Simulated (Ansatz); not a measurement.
Saddle point of SiH2Cl2O, closed shell (SiHClO ([OH][Si][Cl]) + HCl → SiH₂Cl₂O ([OH2][Si]([Cl])[Cl]); bonds formed: Si1–Cl4, O2–H3; bonds broken: H3–Cl4; bonds weakened to dative contacts: Si1–O2), PBE0-D4/def2-TZVP structure:

```json
{"atom": "Si1", "x (Å)": "1.1280", "y (Å)": "0.3707", "z (Å)": "0.0465"}
{"atom": "O2", "x (Å)": "-0.0666", "y (Å)": "-0.9110", "z (Å)": "-0.3225"}
{"atom": "H3", "x (Å)": "-0.9585", "y (Å)": "0.0914", "z (Å)": "-0.3767"}
{"atom": "Cl4", "x (Å)": "-1.1474", "y (Å)": "1.5324", "z (Å)": "-0.2724"}
{"atom": "Cl5", "x (Å)": "0.9805", "y (Å)": "0.2247", "z (Å)": "2.1167"}
{"atom": "H6", "x (Å)": "0.0640", "y (Å)": "-1.3082", "z (Å)": "-1.1916"}
```

Energies are electronic, without zero-point energy. Barriers and step energies count from the start structure reached by relaxing down the imaginary mode; all methods use the PBE0-D4 structures, on which another method's saddle can fall below an end. Program: Ansatz 0.2.0. Basis: def2-TZVPP, with def2-QZVPP for the basis limit. Cores are frozen in the correlated methods. B3LYP uses VWN-RPA correlation. Extrapolation: Hartree–Fock as exp(−7.88 √X), correlation as X^−2.97.

```json
{"method": "SPW92", "barrier (kcal/mol)": "1.09", "step energy (kcal/mol)": "-11.48"}
{"method": "PBE-D4", "barrier (kcal/mol)": "6.84", "step energy (kcal/mol)": "-8.80"}
{"method": "BLYP-D4", "barrier (kcal/mol)": "10.78", "step energy (kcal/mol)": "-5.41"}
{"method": "r2SCAN-D4", "barrier (kcal/mol)": "8.99", "step energy (kcal/mol)": "-7.67"}
{"method": "B97M-V", "barrier (kcal/mol)": "13.58", "step energy (kcal/mol)": "-6.22"}
{"method": "PBE0-D4", "barrier (kcal/mol)": "9.43", "step energy (kcal/mol)": "-8.87"}
{"method": "B3LYP-D4", "barrier (kcal/mol)": "12.57", "step energy (kcal/mol)": "-5.67"}
{"method": "r2SCAN0-D4", "barrier (kcal/mol)": "10.72", "step energy (kcal/mol)": "-8.09"}
{"method": "BHLYP-D4", "barrier (kcal/mol)": "?", "step energy (kcal/mol)": "-5.74"}
{"method": "CAM-B3LYP-D4", "barrier (kcal/mol)": "?", "step energy (kcal/mol)": "-4.73"}
{"method": "wB97X-V", "barrier (kcal/mol)": "13.22", "step energy (kcal/mol)": "-6.47"}
{"method": "wB97M-V", "barrier (kcal/mol)": "12.36", "step energy (kcal/mol)": "-7.49"}
{"method": "B2PLYP", "barrier (kcal/mol)": "?", "step energy (kcal/mol)": "-4.31"}
{"method": "PBE-QIDH", "barrier (kcal/mol)": "11.91", "step energy (kcal/mol)": "-7.50"}
{"method": "RPA on PBE", "barrier (kcal/mol)": "15.64", "step energy (kcal/mol)": "-2.07"}
{"method": "HF", "barrier (kcal/mol)": "25.45", "step energy (kcal/mol)": "-1.34"}
{"method": "MP2", "barrier (kcal/mol)": "12.95", "step energy (kcal/mol)": "-5.31"}
{"method": "CCSD", "barrier (kcal/mol)": "17.34", "step energy (kcal/mol)": "-3.08"}
{"method": "CCSD(T)", "barrier (kcal/mol)": "15.22", "step energy (kcal/mol)": "-3.76"}
```

Problem. Fill in the withheld barriers. (An estimate is asked for; the value comes from the calculation.)

Solution. The calculation gives: CAM-B3LYP-D4 13.88; B2PLYP 14.25; BHLYP-D4 15.59 kcal/mol. Each is the energy of the saddle less that of the start structure, by the same method.

For comparison, the barrier by CCSD(T) at an estimated basis limit (MP2 extrapolated from triple and quadruple zeta, plus CCSD(T) − MP2 in triple zeta) is 13.99 kcal/mol.

T1 diagnostic: at most 0.013.

Labels in which every atom is bracketed show which atoms are joined, not bond orders.

For scale, one of the runs: CCSD(T)/def2-TZVPP, 185 basis functions, launched by `ansatz run in.yaml --threads 2 --pin off --events-out ev --progress --plain --max-ram 4352MiB`. Hardware: 2 CPU threads of an Arm Neoverse V2, shared host. Wall time 48 s; peak host memory 1.7 GiB.
